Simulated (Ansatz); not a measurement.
A run for Ansatz (a first-principles code): R-CCSD(T)/aug-cc-pVTZ on H2Se2 (SMILES [SeH][SeH]), atoms moved off the minimum. The run froze 28 orbitals, filled d shells among them.

Ansatz 0.2 input:
```yaml
crystal:
  periodic: [false, false, false]
  atoms:
    - {symbol: Se, position_ang: [0.47899384, -0.79647433, 0.66325859]}
    - {symbol: H, position_ang: [-0.32607203, -1.92054120, -0.19392636]}
    - {symbol: Se, position_ang: [-0.38336453, 0.86227411, -0.61012330]}
    - {symbol: H, position_ang: [-1.44395336, 1.04919828, -0.06214099]}
basis:
  gaussian:
    orbitals: aug-cc-pVTZ
magnetization: {spin_polarized: false}
correlation: {method: ccsd_t, electrons: outside_noble_gas}
scf: {lower_state_search: off}
output: {forces: true}
```

The log:

```
WARN ansatz: RAYON_NUM_THREADS=1 ignored (pool sized by the plan → 1); use --threads N
Functional definition: HF
these checks for a lower state are left out or cut short: starts, cluster_reference, orbital_swaps, neighbouring_geometries, increment
integrals: 0.46 GiB planned
988 factors; integrals over basis functions are off by at most 8.1e-4 eV
mean field: 0.58 GiB planned
mean field evaluation 1: about -130638.2478 eV, gradient 1.1e1 eV
mean field evaluation 2: about -130638.3856 eV, gradient 1.2e1 eV
mean field evaluation 4: about -130639.0420 eV, gradient 1.5e0 eV
mean field evaluation 8: about -130639.0564 eV, gradient 1.0e-4 eV
mean field -130639.05642838 eV, -4800.8967734103 hartree, gradient 2.2e-6 eV, S^2 0.000000; 0 other end points of the search recorded, 0 dependent functions left out
28 core orbitals not correlated
reference -130639.05642838 eV, -4800.8967734103 hartree; 7, 7 occupied and 129, 129 virtual orbitals, 988 factors
too little memory for Intel AMX tiles; the run may be slower
densities: 1.44 GiB planned
second order -8.71923893 eV of doubles, -0.00000000 eV of singles
coupled cluster: 0.85 GiB planned
cycle   1  -9.33588124 eV  change   -6.2e-1 eV  update   6.9e-2
cycle   2  -9.59636953 eV  change   -2.6e-1 eV  update   2.2e-2
cycle   3  -9.62713953 eV  change   -3.1e-2 eV  update   8.3e-3
cycle   4  -9.62415410 eV  change    3.0e-3 eV  update   2.5e-3
cycle   5  -9.62362750 eV  change    5.3e-4 eV  update   9.1e-4
cycle   6  -9.62357308 eV  change    5.4e-5 eV  update   3.6e-4
cycle   7  -9.62358201 eV  change   -8.9e-6 eV  update   1.3e-4
cycle   8  -9.62360720 eV  change   -2.5e-5 eV  update   5.5e-5
cycle   9  -9.62360080 eV  change    6.4e-6 eV  update   2.3e-5
cycle  10  -9.62359610 eV  change    4.7e-6 eV  update   9.4e-6
cycle  11  -9.62359996 eV  change   -3.9e-6 eV  update   3.8e-6
perturbative correction -0.43088556 eV, -0.0158347523 hartree
the calculation of the forces begins
Total energy: -130649.11091390 eV, -4801.2662689379 hartree
Atom 0 at     0.478994    -0.796474     0.663259 Å, force    -0.962978    -2.527733    -0.542845 eV/Å
Atom 1 at    -0.326072    -1.920541    -0.193926 Å, force     1.263978     1.258843     1.346376 eV/Å
Atom 2 at    -0.383365     0.862274    -0.610123 Å, force     9.511070    -0.283555    -6.164726 eV/Å
Atom 3 at    -1.443953     1.049198    -0.062141 Å, force    -9.812071     1.552445     5.361195 eV/Å
Dipole moment:    -0.164782    -0.067141     0.028276 e Å
Checks for a lower state left out: starts, cluster_reference, orbital_swaps, neighbouring_geometries, increment
```

The calculation finished and met its thresholds.

Cost: about 70 core-seconds (a rough figure).
